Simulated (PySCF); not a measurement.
This PySCF input asks for the NMR shieldings of SMILES C(/OC[C@H](B)C)=C/C#C, C7H11BO; the geometry comes from GFN2-xTB.

```python
import basis_set_exchange as bse
import numpy as np
from pyscf import gto, dft
from pyscf.prop import nmr

atoms = """
B    -2.237669   -0.306801   -1.381260
C    -1.539494   -0.554837    0.012396
C    -2.164635    0.187436    1.198841
C    -0.026617   -0.300528   -0.019515
O     0.178070    1.048675   -0.405639
C     1.431174    1.533026   -0.437651
C     2.612087    0.959812   -0.174801
C     2.882213   -0.366413    0.216251
C     3.221596   -1.470813    0.549205
H    -3.337494    0.081674   -1.428098
H    -1.668552   -0.568023   -2.366828
H    -1.656105   -1.633527    0.197088
H    -1.702410   -0.117823    2.136742
H    -2.022907    1.258254    1.079570
H    -3.230366   -0.015673    1.256485
H     0.419709   -0.467703    0.969369
H     0.464104   -0.967056   -0.738999
H     1.403252    2.575045   -0.733258
H     3.492932    1.581577   -0.270314
H     3.475962   -2.445625    0.840105
"""
names = dict.fromkeys(["B", "C", "O", "H"], "pcSseg-1")
basis = {el: gto.basis.parse(bse.get_basis(n, elements=[el], fmt="nwchem")) for el, n in names.items()}
mol = gto.M(atom=atoms, basis=basis, charge=0, verbose=0)
mf = dft.RKS(mol, xc="PBE0")
mf.grids.level = 2
mf.grids.alignment = dft.numint.BLKSIZE   # the property module wants whole blocks of grid points
mf.conv_tol = 1e-9
mf.kernel()

calc = nmr.RKS(mf)   # GIAO
C = mf.mo_coeff
Co = C[:, mf.mo_occ > 0]
resp = mf.gen_response(singlet=True, hermi=2)
def vind(x):   # induced exchange potential for any number of trial vectors
    d = np.einsum("pi,xij,qj->xpq", C, 2 * x.reshape(-1, C.shape[1], Co.shape[1]), Co, optimize=True)
    return np.einsum("xpq,pi,qj->xij", resp(d - d.transpose(0, 2, 1)), C, Co, optimize=True).ravel()
mo1, _ = nmr.rhf.solve_mo1(calc, with_cphf=vind)
sigma = calc.kernel(mo1)
for i, s in enumerate(sigma):   # ppm
    w = np.linalg.eigvalsh((s + s.T) / 2)
    print("%2d %-2s iso %8.1f  s11 %8.1f  s22 %8.1f  s33 %8.1f" % (i, mol.atom_pure_symbol(i), w.mean(), *w))
```

Question: What does it print?

Answer: 
```
 0 B  iso      6.3  s11    -70.6  s22    -32.1  s33    121.6
 1 C  iso    144.3  s11    114.7  s22    142.1  s33    175.9
 2 C  iso    167.8  s11    141.0  s22    177.5  s33    184.9
 3 C  iso    105.7  s11     89.0  s22    103.7  s33    124.3
 4 O  iso    171.9  s11     47.3  s22    211.6  s33    256.8
 5 C  iso     23.6  s11    -86.5  s22     50.6  s33    106.6
 6 C  iso    101.1  s11     18.2  s22    125.2  s33    159.9
 7 C  iso    100.7  s11      2.9  s22      4.4  s33    294.7
 8 C  iso    101.4  s11     34.4  s22     57.9  s33    212.0
 9 H  iso     23.7  s11     15.4  s22     27.2  s33     28.6
10 H  iso     23.5  s11     14.7  s22     26.7  s33     29.1
11 H  iso     30.5  s11     24.3  s22     31.0  s33     36.2
12 H  iso     30.6  s11     26.2  s22     29.4  s33     36.2
13 H  iso     29.9  s11     25.5  s22     29.6  s33     34.6
14 H  iso     30.1  s11     26.0  s22     27.1  s33     37.1
15 H  iso     26.7  s11     21.3  s22     27.8  s33     31.0
16 H  iso     26.1  s11     21.9  s22     27.1  s33     29.3
17 H  iso     25.4  s11     22.0  s22     26.1  s33     28.1
18 H  iso     26.9  s11     23.1  s22     28.3  s33     29.3
19 H  iso     29.3  s11     25.2  s22     25.6  s33     37.1
```

These numbers come from an equivalent density-fitted implementation of the same equations, which agrees with the script to about 0.01 ppm for H and up to a few tenths of a ppm for heavy atoms, so last digits may differ.

Size and cost of the density-fitted run: 208 basis functions, 91 s wall time on 1 thread of an Arm Neoverse N1, shared host; peak memory 0.93 GiB.
